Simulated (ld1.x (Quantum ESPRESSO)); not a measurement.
fluorine (F): one change to a TM potential, before and after

ld1.x (Quantum ESPRESSO) 7.5 input, shortened:

```
&input
   title='F', zed=9., rel=1, dft='WC', iswitch=3,
   config='[He] 2s2 2p4 3d-2'
 /
 &inputp
   pseudotype=2, tm=.true., lloc=-2, rcloc=0.55,
   nlcc=.true., new_core_ps=.true., rcore=0.55
 /
3
2S  1  0   2.00   0.00  0.65  0.65  0.0
2P  2  1   4.00   0.00  1.65  1.65  0.0
3D  3  2  -2.00   0.20  1.60  1.60  0.0
 &test
   configts(1)='2s2 2p4'
 /
```

Change: core correction none.

Cutoffs: the cutoffs (Ry, on a coarse ladder) from which the occupation-weighted sum of valence levels, in a spherical-Bessel basis at the reference potential, stays within 10 and 1 mRy of its value at 400 Ry; they do not see the model core or the augmentation charge, which bear on the density cutoff. Errors are all-electron minus pseudo energies relative to the spin-unpolarised reference configuration.

Q: Predict the effect on cutoff, ghosts and configuration errors.

A: The potential gets neither clearly harder nor softer (110 Ry and 260 Ry → 110 Ry and 260 Ry); of the 7 tests that both files solve, the error grows in 1 and shrinks in 0 by more than 15 % and 0.3 meV (median size 52.8 → 53.1 meV); neither file shows a bound ghost.

```tsv
quantity	base	changed
cutoff, loose	110 Ry	110 Ry
cutoff, tight	260 Ry	260 Ry
bound ghosts	none	none
error for 2s2 2p5, meV [ΔE -19.37 eV]	+42	+42
error for 2s2 2p3, meV [ΔE 38.38 eV]	+158	+158
error for 2s2 2p2, meV [ΔE 99.01 eV]	+1009	+1014
error for 2s2 2p4.5, meV [ΔE -11.84 eV]	+16	+16
error for 2s2 2p5.3, meV [ΔE -22.04 eV]	+53	+53
error for 2s1 2p5, meV [ΔE 18.97 eV]	+21	+25
error for 2s2 2p1, meV [ΔE 184.80 eV]	+3314	+3330
s: phases at 1.79 bohr within 0.05 rad from the reference energy up to (Ry; the scan ends near 5)	to the end of the scan	to the end of the scan
p: phases at 1.79 bohr within 0.05 rad from the reference energy up to (Ry; the scan ends near 5)	1.2	1.2
d: phases at 1.79 bohr within 0.05 rad from the reference energy up to (Ry; the scan ends near 5)	to the end of the scan	to the end of the scan
```
